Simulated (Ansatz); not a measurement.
Reaction (hydrogenolysis of the Si–S bond): `C[Si](F)(S)Cl` + H₂ → `C[SiH](F)Cl` + H₂S

Program: Ansatz. Geometries: PBE0-D4/def2-TZVP. ΔE: electronic, gas phase. CBS: MP2 limit from def2 TZ/QZ plus the TZ coupled-cluster correction, frozen cores. This one scheme is used for every species. Functionals use def2-TZVPP. One conformer a species, not always the lowest.

Question: Is it downhill or uphill in electronic energy at CCSD(T)/CBS, and by how much? (An estimate is asked.)

Answer: Computed: Uphill: ΔE = +43.8 kJ/mol.

Question: What do these levels give: revPBE-D4, BHLYP-D4, CAM-B3LYP-D4, ωB97M-V, B2PLYP, PBE-QIDH, PBE, PBE0, r2SCAN0, HF/def2-SVP, HF/def2-QZVPP, HF/CBS(def2)? (An estimate is asked.)

Answer: Ansatz gave: revPBE-D4 56.1, BHLYP-D4 39.2, CAM-B3LYP-D4 37.1, ωB97M-V 44.0, B2PLYP 36.7, PBE-QIDH 43.5, PBE 42.3, PBE0 39.5, r2SCAN0 44.2, HF/def2-SVP 7.6, HF/def2-QZVPP 14.9, HF/CBS(def2) 14.8 kJ/mol.

Question: What do rigid-rotor, harmonic-oscillator terms from PBE0-D4/def2-TZVP frequencies (298.15 K, 1 bar) make of the CCSD(T)/CBS value? (Estimate.)

Answer: Ansatz gave: ΔZPE = +9.6 kJ/mol, ΔH = +49.7 kJ/mol, ΔS = 33 J/(mol·K), ΔG = +40.0 kJ/mol.

Largest T1 diagnostic among the species: 0.011.

From r2SCAN to r2SCAN0 (25 % exact exchange), in def2-TZVPP and without D4, ΔE moves by −3.8 kJ/mol. In def2-TZVPP, CCSD(T) changes the Hartree–Fock value by +23.6 kJ/mol (the triples alone add +6.0 kJ/mol) and MP2 by +33.4 kJ/mol.
